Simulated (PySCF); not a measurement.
The vertical singlet excitations below were computed for one of the candidates. Level of theory: TDDFT CAM-B3LYP/def2-SVPD, vertical, gas phase, core orbitals frozen in the response (PySCF). Geometries: PBE0-D3(BJ)/def2-SVP, one conformer each.

```tsv
state	E (eV)	λ (nm)	f
S1	7.56	164.0	0.0009
S2	7.72	160.5	0.0032
S3	7.88	157.3	0.0025
S4	7.93	156.3	0.0013
S5	8.10	153.1	0.0029
S6	8.25	150.2	0.034
```

Problem. Which structure fits? All have the formula C7H9NO.
A. `COc1ccccc1N`
B. `C=CC(C(=C)C(N)=O)=C`
C. `N#CC[C@@H]1CC[C@H]2O[C@@H]12`

Solution. C. Its S1, at 7.56 eV, is the highest among the candidates; the nearest of the others has S1 at 4.93 eV. S1 is HOMO→LUMO (15%), HOMO-3→LUMO+5 (14%), HOMO-3→LUMO (11%). Löwdin shares by element: HOMO oxygen 57%, carbon 25% or more (atoms not listed hold the other 18%); LUMO carbon 30% or more, hydrogen 25% or more (atoms not listed hold the other 45%). At the same level the other candidates give, for their lowest levels:
- `COc1ccccc1N`: 4.86 eV (f 0.068); 5.47 eV (f 0.029); 5.55 eV (f 0.097); 5.99 eV (f 0.002); 6.10 eV (f 0.004); HOMO -6.79, LUMO 1.17 eV
- `C=CC(=C)C(=C)C(N)=O`: 4.93 eV (f 0.076); 4.96 eV (f 0.005); 5.53 eV (f 0.343); 6.19 eV (f 0.022); 6.27 eV (f 0.015); HOMO -7.86, LUMO -0.24 eV
